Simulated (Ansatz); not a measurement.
Input (CCSDT(Q)/def2-TZVPP; Ansatz, a first-principles code):

Ansatz 0.2 input:
```yaml
crystal:
  periodic: [false, false, false]
  atoms:
    - {symbol: Nb, position_ang: [0.00000000, 0.00000000, 0.00000000]}
basis:
  gaussian:
    orbitals: def2-TZVPP
magnetization: {spin_polarized: true, initial_magnetization: 5}
correlation: {method: ccsdt_q, electrons: outside_noble_gas}
scf: {lower_state_search: full}
```

Output:

```
mean field evaluation 2: about -1532.2733 eV, gradient 1.1e1 eV
mean field evaluation 4: about -1532.7801 eV, gradient 9.1e-1 eV
mean field evaluation 8: about -1532.7924 eV, gradient 1.6e-3 eV
mean field evaluation 16: about -1532.7924 eV, gradient 7.5e-3 eV
mean field evaluation 32: about -1532.7924 eV, gradient 1.7e-10 eV
mean field evaluation 64: about -1532.7924 eV, gradient 1.8e-3 eV
mean field evaluation 96: about -1531.2744 eV, gradient 1.6e-1 eV
mean field evaluation 128: about -1532.7924 eV, gradient 1.0e-6 eV
mean field evaluation 160: about -1532.7924 eV, gradient 2.7e-3 eV
mean field evaluation 192: about -1531.2392 eV, gradient 1.4e0 eV
mean field evaluation 224: about -1532.7924 eV, gradient 4.9e-4 eV
mean field evaluation 256: about -1532.7924 eV, gradient 5.4e-3 eV
mean field evaluation 288: about -1529.5297 eV, gradient 1.1e1 eV
mean field evaluation 320: about -1527.0207 eV, gradient 6.2e-1 eV
mean field evaluation 352: about -1532.8550 eV, gradient 1.3e0 eV
mean field evaluation 384: about -1532.7924 eV, gradient 6.3e-3 eV
mean field evaluation 416: about -1531.0914 eV, gradient 4.0e-1 eV
mean field evaluation 448: about -1531.2547 eV, gradient 4.4e-2 eV
mean field evaluation 480: about -1531.2442 eV, gradient 1.6e-3 eV
mean field evaluation 512: about -1531.2545 eV, gradient 6.3e-2 eV
mean field evaluation 544: about -1530.3384 eV, gradient 4.2e-1 eV
mean field evaluation 576: about -1530.8024 eV, gradient 1.1e0 eV
mean field evaluation 608: about -1531.0389 eV, gradient 2.3e-2 eV
mean field evaluation 640: about -1530.1893 eV, gradient 1.7e0 eV
mean field evaluation 672: about -1530.0311 eV, gradient 2.1e0 eV
mean field evaluation 704: about -1530.1260 eV, gradient 3.3e-1 eV
mean field evaluation 736: about -1530.1219 eV, gradient 2.4e-1 eV
mean field evaluation 768: about -1530.0682 eV, gradient 4.3e-1 eV
mean field evaluation 800: about -1530.1774 eV, gradient 1.5e0 eV
mean field evaluation 832: about -1530.1191 eV, gradient 4.7e-1 eV
mean field evaluation 864: about -1529.9695 eV, gradient 2.0e-1 eV
mean field evaluation 896: about -1530.1094 eV, gradient 1.1e-1 eV
mean field evaluation 928: about -1531.2405 eV, gradient 1.5e-1 eV
mean field -1532.79242490 eV, -56.3290826511 hartree, gradient 5.9e-11 eV, S^2 8.754786; 32 other end points of the search recorded, 0 dependent functions left out
determinant -1532.79242490 eV, -56.3290826511 hartree, with singles and doubles -1534.39824187 eV, -56.3880953364 hartree
determinant -1532.79238069 eV, -56.3290810264 hartree, with singles and doubles -1534.39813538 eV, -56.3880914229 hartree
determinant -1531.27484221 eV, -56.2733125159 hartree, with singles and doubles -1532.35929249 eV, -56.3131653284 hartree
determinant -1531.25476060 eV, -56.2725745302 hartree, with singles and doubles -1532.34863119 eV, -56.3127735331 hartree
determinant -1531.24421133 eV, -56.2721868519 hartree, with singles and doubles -1532.34495170 eV, -56.3126383144 hartree
determinant -1531.06348026 eV, -56.2655451073 hartree, with singles and doubles -1532.26491110 eV, -56.3096968764 hartree
determinant -1531.06059331 eV, -56.2654390142 hartree, with singles and doubles -1532.27251305 eV, -56.3099762429 hartree
determinant -1531.03879702 eV, -56.2646380152 hartree, with singles and doubles -1532.92757808 eV, -56.3340494388 hartree
determinant -1530.95219572 eV, -56.2614554761 hartree, with singles and doubles -1532.18211831 eV, -56.3066542974 hartree
determinant -1530.33011093 eV, -56.2385942816 hartree, with singles and doubles -1531.71024017 eV, -56.2893130956 hartree
determinant -1530.08055578 eV, -56.2294232989 hartree, with singles and doubles -1531.53574709 eV, -56.2829005934 hartree
determinant -1530.06007206 eV, -56.2286705361 hartree, with singles and doubles -1531.60539718 eV, -56.2854601869 hartree
determinant -1529.96858603 eV, -56.2253084866 hartree, with singles and doubles -1531.41917260 eV, -56.2786165599 hartree
determinant -1532.79242490 eV, -56.3290826511 hartree, with singles and doubles -1534.38621792 eV, -56.3876534644 hartree
determinant -1532.79238069 eV, -56.3290810264 hartree, with singles and doubles -1534.38587053 eV, -56.3876406978 hartree
4 core orbitals not correlated
reference -1532.79242490 eV, -56.3290826511 hartree; 5, 0 occupied and 47, 52 virtual orbitals, 592 factors
second order -1.36608257 eV of doubles, -0.00000000 eV of singles
coupled cluster: 0.28 GiB planned
cycle   1  -1.54646822 eV  change   -1.8e-1 eV  update   3.6e-2
cycle   2  -1.64519034 eV  change   -9.9e-2 eV  update   1.7e-2
cycle   3  -1.64033924 eV  change    4.9e-3 eV  update   5.4e-3
cycle   4  -1.64283796 eV  change   -2.5e-3 eV  update   1.9e-3
cycle   5  -1.64304735 eV  change   -2.1e-4 eV  update   7.8e-4
cycle   6  -1.64332445 eV  change   -2.8e-4 eV  update   3.4e-4
cycle   7  -1.64350336 eV  change   -1.8e-4 eV  update   2.4e-4
cycle   8  -1.64330995 eV  change    1.9e-4 eV  update   1.3e-4
cycle   9  -1.64335113 eV  change   -4.1e-5 eV  update   6.1e-5
cycle  10  -1.64335073 eV  change    4.0e-7 eV  update   3.4e-5
cycle  11  -1.64334294 eV  change    7.8e-6 eV  update   1.5e-5
cycle  12  -1.64334049 eV  change    2.4e-6 eV  update   6.7e-6
cycle  13  -1.64334196 eV  change   -1.5e-6 eV  update   3.1e-6
cycle  14  -1.64334205 eV  change   -9.3e-8 eV  update   1.3e-6
cycle  15  -1.64334153 eV  change    5.2e-7 eV  update   4.1e-7
perturbative correction -0.00070309 eV, -0.0000258382 hartree
Total energy: -1534.43646953 eV, -56.3895001767 hartree
```
